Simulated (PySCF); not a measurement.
Compound: 1,5,5-trimethylcyclopentadiene, C8H12.
Numbering: `[CH3:1][C:2]1=[CH:3][CH:4]=[CH:5][C:6]1([CH3:7])[CH3:8]` (hydrogens: H9, H10, H11 on C1; H12 on C3; H13 on C4; H14 on C5; H15, H16, H17 on C7; H18, H19, H20 on C8)

Level: PBE0/def2-SVPD in PySCF, non-relativistic, on one gas-phase PBE0-D3(BJ)/def2-SVP geometry that isn't relaxed in the solvent. The solvent is an IEF-PCM continuum (Bondi radii, 1.10 Å for H, scaled by 1.2), and excitations are vertical TDDFT with non-equilibrium linear response and a frozen core. Specific hydrogen bonds and non-electrostatic terms are outside this model.

Gas-phase singlets (H = HOMO, L = LUMO):

```
state  E (eV)  λ (nm)      f  leading configuration
   S1   4.848     256  0.091                H→L 98%
   S2   5.695     218  0.003              H→L+1 98%
   S3   6.378     194  0.002              H→L+2 68%
   S4   6.488     191  0.003              H→L+3 68%
   S5   6.548     189  0.003              H→L+4 44%
```

**Question.** Give the list for benzene (ε = 2.271), n² = 2.25.

**Answer.** 
```
state  E (eV)  λ (nm)      f  leading configuration  change by rank (eV)
   S1   4.788     259  0.125                H→L 99%               -0.060
   S2   5.738     216  0.003              H→L+1 97%               +0.043
   S3   6.418     193  0.003              H→L+2 78%               +0.040
   S4   6.556     189  0.005              H→L+3 78%               +0.068
   S5   6.560     189  0.003              H-1→L 43%               +0.012
```

**Question.** The ground-state energy changes by -0.045 eV from gas to benzene. By how much does the total energy of gas-phase S1 change?

**Answer.** E(S1) = E(S0) + excitation energy, so it changes by -0.045 − 0.060 = -0.105 eV: it is lowered more than the ground state, which is what a red shift means. This is the vertical state, with the slow part of the continuum still set for S0.

**Question.** How do the frontier levels move from gas to benzene?

**Answer.** 
```
orbital  gas (eV)  solvent (eV)  change (eV)
 LUMO+2      1.41          1.48        +0.07
 LUMO+1      0.69          0.77        +0.08
   LUMO     -0.45         -0.44        +0.01
   HOMO     -6.01         -6.01         0.00
 HOMO-1     -8.44         -8.44         0.00
 HOMO-2     -8.96         -8.90        +0.06
 HOMO-3     -9.17         -9.12        +0.05
```

The HOMO–LUMO gap goes from 5.56 to 5.57 eV.
